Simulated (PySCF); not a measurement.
Correlation energy of Au(2+) (gold, charge +2)

[Xe] 4f14 5d8 6s1, high-spin 4F determinant (an excited configuration). All numbers are calculated (PySCF 2.14, scalar relativity by spin-free X2C-1e, in ANO-RCC-VTZP (8s7p5d3f1g, 84 functions)). Frozen: [Kr] 4d10 4f14; 17 electrons correlated.

```json
{"level": "CCSD", "correlation energy (mhartree)": "-431.43"}
{"level": "(T)", "correlation energy (mhartree)": "-9.98"}
{"level": "CCSD(T)", "correlation energy (mhartree)": "-441.41"}
```

Diagnostics: T1 = 0.0062, D1 = 0.0196, largest double amplitude 0.015.

Spin-orbit coupling, absent here, splits the open shell strongly.

Cost of the coupled-cluster step: about 11 core-seconds, for 17 correlated electrons.
